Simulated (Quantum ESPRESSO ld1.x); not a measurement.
Question: The mean radii <r> (bohr) of the occupied orbitals of an atom or ion are listed with their occupations. All-electron calculation, scalar-relativistic Kohn-Sham, LDA (Slater exchange, Perdew-Zunger correlation), spin-polarised, spherical densities, point nucleus. Program: ld1.x of Quantum ESPRESSO 7.5.

| orbital | occ. | <r> |
|---|---|---|
| 1s up | 1 | 0.04029 |
| 1s down | 1 | 0.04028 |
| 2s up | 1 | 0.1727 |
| 2s down | 1 | 0.1729 |
| 2p up | 3 | 0.1495 |
| 2p down | 2 | 0.1497 |

Name the element and its charge. Open shells, if any, are filled with parallel spins first.

Answer: Z = 37, rubidium, charge +28: Rb28+ in [He] 2s2 2p5. The 1s radius gives Z: for a bare nucleus <r> = (2 gamma + 1)/(2Z) with gamma = sqrt(1 - (Z/c)^2), 0.03954 bohr for Z = 37, and screening makes it slightly larger (0.04029 here). The occupations add up to 9, and the charge is Z minus that.
